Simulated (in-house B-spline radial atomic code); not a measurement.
What moves the levels of neutral molybdenum ([Kr] 4d5 5s1)? Level of theory: Dirac-Hartree-Fock, average of configuration, Fermi nucleus of rms radius 4.4091 fm; calculated with a B-spline radial code for spherical atoms.

Baseline run (computed): total energy -4047.1418 hartree, 1s1/2 at -739.4562 hartree, 5s1/2 at -5.7701 eV with <r> = 3.915 bohr.

Scaling the speed of light c (a factor of 100 is close to the non-relativistic limit):

| c/c0 | ΔE (hartree) | 5s1/2 level (eV) | 5s1/2 <r> (bohr) |
| --- | --- | --- | --- |
| 0.95 | -8.171 | -5.80838 | 3.897 |
| 0.98 | -3.1085 | -5.78461 | 3.908 |
| 1.02 | 2.9161 | -5.75657 | 3.921 |
| 2 | 54.468 | -5.52708 | 4.039 |
| 100 | 71.798 | -5.45398 | 4.078 |

Changing the nucleus:

```csv
nucleus,ΔE (eV)
Gaussian nucleus of rms radius 4.4091 fm,-0.0036
uniform spherical nucleus of rms radius 4.4091 fm,0.00157
Gaussian nucleus of rms radius 0.01 fm,-1.55
Fermi nucleus of rms radius 4.3209 fm,-0.0585
Fermi nucleus of rms radius 4.4973 fm,0.0595
```

A larger nucleus binds the electrons less, roughly as the density at the nucleus times the change of the nuclear <r²>. At equal rms radius the shape enters only through higher moments. A radius of 0.01 fm is nearly a point.

Q: The nuclear charge is raised by 0.1. What does the Hellmann-Feynman theorem predict for the energy, and what is found?

A: dE/dZ ≈ -Σ<1/r>, which is -232.913 at the start and -233.679 at the end; their mean times 0.1 is -23.33 hartree, and the two runs differ by -23.33 hartree.
